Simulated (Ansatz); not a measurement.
Program: Ansatz. Geometries: PBE0-D4/def2-TZVP. ΔE: electronic, gas phase. CCSD(T)/CBS is the MP2 limit (def2-TZVPP, def2-QZVPP) plus CCSD(T) − MP2 in def2-TZVPP, frozen cores. This one scheme is used for every species, atoms too. For atomizations the MP2-based limit and the directly extrapolated one differ by several kJ/mol either way, and by 10 to 25 for some Ge, Se and Sn compounds, so smaller differences from it don't rank the levels. Functionals use def2-TZVPP. B3LYP here is the variant with VWN-RPA as its local correlation; programs differ in this. HSE06 is defined as in plane-wave codes. No spin–orbit coupling; open shells (•) take unrestricted orbitals. Spin–orbit coupling would lower the free atoms: a little for C, F, O, Si; clearly for Ge. Bonds to Ge are less sure, by a few kJ/mol each and by 10 to 20 or more in all where they break to atoms, as the def2 sets lack core-valence functions. Scalar relativity is left out up to krypton.

`F[C]1([GeH3])O[SiH2]1` → C• + F• + Ge• + 5 H• + O• + Si•  (atomization)

`F[C]1([GeH3])O[SiH2]1`:

Cartesian coordinates in Å:
```
F -1.777 0.795 0.222
C -0.482 0.380 0.030
Ge -0.062 -1.180 1.160
O 0.427 1.474 0.143
Si 0.390 0.978 -1.461
H 1.357 -1.638 0.792
H -1.072 -2.294 0.857
H -0.130 -0.775 2.639
H 1.632 0.366 -1.977
H -0.283 1.893 -2.405
```

| level | ΔE (eV) | difference from CCSD(T)/CBS |
| --- | --- | --- |
| LDA (SPW92) | 39.37 | 5.64 |
| PBE-D4 | 34.27 | 0.54 |
| revPBE-D4 | 33.30 | -0.43 |
| BLYP-D4 | 33.52 | -0.21 |
| r2SCAN-D4 | 33.84 | 0.11 |
| B97M-V | 33.90 | 0.17 |
| PBE0-D4 | 33.40 | -0.33 |
| B3LYP-D4 | 33.40 | -0.33 |
| r2SCANh-D4 | 33.49 | -0.24 |
| r2SCAN0-D4 | 33.00 | -0.73 |
| BHLYP-D4 | 32.16 | -1.57 |
| CAM-B3LYP-D4 | 33.70 | -0.03 |
| ωB97X-V | 33.92 | 0.19 |
| ωB97M-V | 33.63 | -0.10 |
| B2PLYP | 33.11 | -0.62 |
| PBE-QIDH | 33.21 | -0.52 |
| PBE | 34.04 | 0.31 |
| revPBE | 32.64 | -1.09 |
| BLYP | 33.01 | -0.72 |
| r2SCAN | 33.78 | 0.05 |
| PBE0 | 33.20 | -0.53 |
| B3LYP | 33.03 | -0.70 |
| r2SCANh | 33.43 | -0.30 |
| r2SCAN0 | 32.93 | -0.80 |
| HSE06 | 33.23 | -0.50 |
| BHLYP | 31.86 | -1.87 |
| CAM-B3LYP | 33.50 | -0.23 |
| LC-ωPBE | 33.48 | -0.25 |
| MP2/def2-SVP | 31.71 | -2.02 |
| CCSD/def2-SVP | 30.76 | -2.97 |
| CCSD(T)/def2-SVP | 31.21 | -2.52 |
| MP2/def2-TZVPP | 33.40 | -0.33 |
| SCS-MP2/def2-TZVPP | 33.16 | -0.57 |
| CCSD/def2-TZVPP | 32.15 | -1.58 |
| CCSD(T)/def2-TZVPP | 32.79 | -0.94 |
| HF/def2-QZVPP | 23.02 | -10.71 |
| MP2/def2-QZVPP | 33.96 | 0.23 |
| HF/CBS(def2) | 23.03 | -10.70 |
| MP2/CBS(def2) | 34.34 | 0.61 |
| CCSD/CBS(def2) | 33.09 | -0.64 |
| CCSD(T)/CBS | 33.73 | 0 |

Largest T1 diagnostic among the species: 0.015.

From PBE to PBE0 (25 % exact exchange), in def2-TZVPP and without D4, ΔE moves by −0.84 eV: exact exchange takes away binding that semilocal exchange gives to molecules. At CCSD(T), def2-SVP lies −2.52 eV from the extrapolated value and def2-TZVPP −0.94 eV: correlation converges slowly with the basis, and small sets miss more of it in the bonded molecule than in its fragments. In def2-TZVPP, CCSD(T) changes the Hartree–Fock value by +9.83 eV (the triples alone add +0.65 eV) and MP2 by +10.44 eV; breaking electron pairs costs correlation energy, which Hartree–Fock lacks.
